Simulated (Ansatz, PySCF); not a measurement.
W(O)(NH)(OMe)(SH) (CH₅NO₂SW), SMILES [SH][W](=[NH])(=[O])[O]C, multiplicity 1. Atoms are numbered in the order given.

```xyz
11

W      0.0018     0.2512    -0.0096
O      0.1131     1.9247     0.3699
N      0.4052    -0.0575    -1.6986
H      0.6792     0.3361    -2.5978
O      1.1429    -0.7451     1.1045
C      2.1715    -1.7052     1.0327
H      1.8798    -2.5926     1.6180
H      2.3603    -2.0116    -0.0102
H      3.0974    -1.2878     1.4611
S     -2.2603    -0.4602     0.1206
H     -2.4910     0.1189     1.3266
```
Charge 0, spin multiplicity 1.

Geometry optimised at B3LYP-D3(BJ)/def2-SVP. The multiplicity is an assumed one; other spin states were not compared. The def2 effective core potentials stand for the cores of W; spin–orbit coupling is left out. One conformer was computed; it need not be the lowest.

Two levels are set side by side: PBE-D3(BJ)/def2-SVP (Ansatz, a quantum-chemistry and plane-wave program) and B3LYP-D3(BJ)/def2-SVP (Ansatz). Each level has its own optimised geometry; the coordinates shown are those of the second. Frequencies come from the Hessian of PySCF at each geometry. Differences are taken from unrounded values.

```tsv
quantity	B3LYP-D3(BJ)	PBE-D3(BJ)	PBE-D3(BJ) minus B3LYP-D3(BJ)
mean bond length (Å)	1.483	1.490	0.007
bond W1–O2 (Å)	1.720	1.730	0.010
bond W1–N3 (Å)	1.764	1.773	0.009
bond W1–O5 (Å)	1.880	1.889	0.008
bond W1–S10 (Å)	2.375	2.371	-0.004
bond O5–C6 (Å)	1.409	1.412	0.003
bond N3–H4 (Å)	1.019	1.027	0.008
bond C6–H7 (Å)	1.102	1.111	0.008
bond C6–H8 (Å)	1.103	1.112	0.008
bond C6–H9 (Å)	1.102	1.111	0.009
bond S10–H11 (Å)	1.358	1.367	0.010
highest harmonic wavenumber (cm⁻¹)	3595	3509	-86
mean harmonic wavenumber (cm⁻¹)	1106	1076	-30
zero-point energy (kcal/mol)	42.70	41.53	-1.17
```

GGA bonds tend to be longer and softer than those of functionals with exact exchange. Differences between two approximate levels are no errors against the true value.
